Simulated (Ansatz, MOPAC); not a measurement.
Spectroscopic constants of Pt2, closed-shell singlet (lowest of 2S+1 = 1, 3, 5 at CCSD(T)/def2-TZVPP on PBE0 minima; our sources give no spin for the ground state, which may be another). No spin–orbit coupling.

The constants come from a fifth-degree fit in 1/R (seven points, main isotopes). In def2 and cc sets the state is the lowest found near the PBE0 minimum, followed along R. The singlet is held restricted.

Correlated levels freeze the inner cores; with def2 sets outer-core shells near the valence are correlated too. The state that PM6 reach isn't checked.

Programs: Ansatz (a first-principles code) with Gaussian orbitals; MOPAC for PM6 (differences of heats of formation). Each number belongs to the level named beside it. In def2 rows elements past Kr take small-core potentials, without spin–orbit coupling.

```csv
level,r_e (Å),ω_e (cm⁻¹),ω_e x_e (cm⁻¹)
PM6,2.233,[?],0.60
SVWN5/def2-TZVPP,2.297,255,0.45
r2SCAN/def2-TZVPP,2.317,247,0.44
B97M-V/def2-TZVPP,2.341,231,0.45
B3LYP/def2-TZVPP,2.341,238,0.42
CAM-B3LYP/def2-TZVPP,2.315,255,0.40
wB97M-V/def2-TZVPP,2.307,260,0.38
CCSD(T)/def2-TZVPP,[?],[?],0.51
```

Question: Some entries are withheld; supply them.

Answer: 
- CCSD(T)/def2-TZVPP, r_e (Å): 2.347
- CCSD(T)/def2-TZVPP, ω_e (cm⁻¹): 230
- PM6, ω_e (cm⁻¹): 394

Doubts at one or more of the structures used: a restricted determinant that unrestricted orbitals would lower (CCSD(T)/def2-TZVPP); other coupled-cluster roots lie near (CCSD(T)/def2-TZVPP).
